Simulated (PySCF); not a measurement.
# Calcium: a sound run and one with changed settings

Sound run: Ca [Ar] 4s2, Ca⁺ [Ar] 4s1. Calculation: PySCF 2.14, in pcseg-2 (6s4p3d, 33 functions); no relativity, point nucleus. In the sound run the correlated levels freeze [Ar]. The sound run starts from symmetry-adapted Hartree-Fock orbitals and uses a fine grid where one is needed.

Changed run: the spin-free X2C one-electron Hamiltonian (Gaussian nucleus). This setting is unsound on purpose.

```csv
species,method,sound run (hartree),changed run (hartree),converged
Ca,UHF,-676.74397,-679.24364,yes
Ca,M06-L,-677.53191,-680.03102,yes
Ca,M06-2X,-677.57336,-680.07223,yes
Ca,MP2,-676.76231,-679.26195,yes
Ca,CCSD(T),-676.77173,-679.27130,yes
Ca⁺,UHF,-676.55577,-679.05480,yes
Ca⁺,M06-L,-677.30773,-679.80615,yes
Ca⁺,M06-2X,-677.34353,-679.84161,yes
```

Ionisation energy of Ca:

```csv
method,sound run (eV),changed run (eV)
UHF,5.121,5.139
M06-L,6.100,6.119
M06-2X,6.254,6.275
MP2,5.620,5.637
SCS-MP2,5.720,5.736
CCSD,5.877,5.891
CCSD(T),5.877,5.891
CCSDT,5.877,5.891
FCI,5.877,5.891
```

Most of the change in total energy is the relativistic energy itself. On top of that the contraction fixes the core shape for the Hamiltonian it was made with, so the changed run is not a good calculation with the other Hamiltonian either.

For comparison, NIST gives 6.113 eV between the lowest levels.
